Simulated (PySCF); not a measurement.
## Relaxation of triplet H₂RuO

These are results of UPBE0 in PySCF with Ru def2-TZVP with ECP28, O def2-TZVP, H def2-TZVP; scalar-relativistic core potentials, no spin–orbit coupling; density-fitted integrals, not measurements. A (50,194) grid was used.

A hand-made trigonal pyramidal start, of Cs symmetry, held to at least that symmetry:

```xyz
4
charge 0 multiplicity 3, angstrom
Ru    0.0949    0.1643   -0.1195
O    -0.6601   -1.1432    0.6833
H     1.4811    0.1643    0.6176
H    -0.5982    1.3648    0.6176
```

Question: What forces act on the atoms at the start (eV/Å)?

Answer: 
```tsv
atom	Fx	Fy	Fz
Ru1	-1.17	-2.03	0.77
O2	0.93	1.62	-1.09
H3	-0.13	0.35	0.16
H4	0.37	0.06	0.16
```

Question: What does it relax to?

Answer: It ends at Cs with Ru–H 1.568 Å (×2), Ru–O 1.658 Å; H–Ru–H 84.4°, H–Ru–O 104.3° (×2) (after a last refinement on a finer grid). A frequency run shows a minimum. Other isomers or separated fragments may lie lower.

Question: How much energy is released, and in how many steps?

Answer: 14.1 kJ/mol in 6 steps.

With open d or f shells other occupations or spin states may lie lower.

The relaxation took 11 s on 2 threads of a shared Arm Neoverse V1 host, with 83 basis functions and 7 gradients. Launch command: `OMP_NUM_THREADS=2 python axn.py task.json out`.
